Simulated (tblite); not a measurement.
A tight-binding relaxation on `[SiH3]C[Si@]1(N=C)CCN1`.

Computed with GFN2-xTB geometry optimisation, gas phase (tblite 0.8.0). Start geometry: from a force field or distance geometry. A driver script takes a list of jobs; this job's settings line and coordinates (Å) are shown.

Command:
```bash
OMP_NUM_THREADS=1 python probes_run.py task.json out
```

Input:
```
{"job": {"kind": "relax", "xc": "GFN2-xTB", "basis": "xTB"}, "charge": 0, "multiplicity": 1}
C     -0.805300    -2.819500     0.625300
N     -1.353100    -1.664800     0.816400
Si    -0.539600    -0.255900     0.209800
C      1.202300    -0.393000    -0.367700
Si     2.399600     0.491200     0.759600
C     -1.546500     0.610600    -1.126400
C     -0.896000     1.844800    -0.571400
N     -1.073600     1.336900     0.790300
H     -1.345300    -3.679800     1.033800
H      0.116500    -2.956200     0.089600
H      1.325000    -0.047100    -1.422800
H      1.470800    -1.479500    -0.356200
H      3.262000     1.328800    -0.092700
H      3.224600    -0.463400     1.480100
H      1.682800     1.340200     1.712800
H     -2.617600     0.485500    -0.951100
H     -1.162600     0.280200    -2.111300
H      0.195000     1.931800    -0.749600
H     -1.434000     2.797400    -0.774600
H     -2.110200     1.322600     1.003100
```

Output:
```
step      E/eV     max force
  0    -649.89378    3.564
  1    -650.30551    1.950
  2    -650.45155    1.477
  3    -650.58759    0.819
  4    -650.66959    0.798
  5    -650.73783    0.665
  6    -650.80963    0.685
  7    -650.88445    0.853
  8    -650.94308    0.811
  9    -650.98354    0.532
... (191 lines left out)
201    -651.69484    0.013
202    -651.69488    0.013
203    -651.69493    0.014
204    -651.69498    0.017
205    -651.69503    0.018
206    -651.69508    0.017
207    -651.69514    0.020
208    -651.69520    0.020
209    -651.69524    0.012
210    -651.69526    0.009
```

«max force» is the largest atomic force in eV/Å.

Task: From which step on does the largest force stay under 0.1 eV/Å, and how much energy is left to gain from there?

Result: From step 175 (0.080 eV/Å), 5.3 meV above the end.

Main results: energy lowered by 41.5 kcal/mol over 210 steps; largest atomic force 0.009 eV/Å at the end.

Task: Where do the atoms end?

Result: 1.102 Å rms from the input after alignment:
```
atom  x, y, z in Å
C1    -0.7640   -2.3713    1.1454
N2    -1.2091   -1.3193    0.6412
Si3   -0.3831   -0.0722   -0.2447
C4     1.4581   -0.4133   -0.5502
Si5    2.5217   -0.1878    1.0006
C6    -1.5189    0.6313   -1.6046
C7    -1.6894    1.8746   -0.7299
N8    -0.7222    1.5252    0.2985
H9    -1.4352   -3.0198    1.7025
H10    0.2753   -2.7077    1.0677
H11    1.8478    0.2208   -1.3437
H12    1.5529   -1.4398   -0.9023
H13    2.6142    1.2234    1.3708
H14    3.8696   -0.7089    0.7391
H15    1.9468   -0.9414    2.1210
H16   -2.4473    0.1025   -1.7823
H17   -1.0502    0.8441   -2.5586
H18   -1.4175    2.8119   -1.2260
H19   -2.7063    1.9705   -0.3390
H20   -0.7483    1.9879    1.1913
```

Time: 3.3 s of wall time. Hardware: Arm Neoverse N1, one thread, shared host with 64 logical CPUs at a one-minute load of 57.
Labels such as C1 count atoms from 1, the log's own numbers from 0.
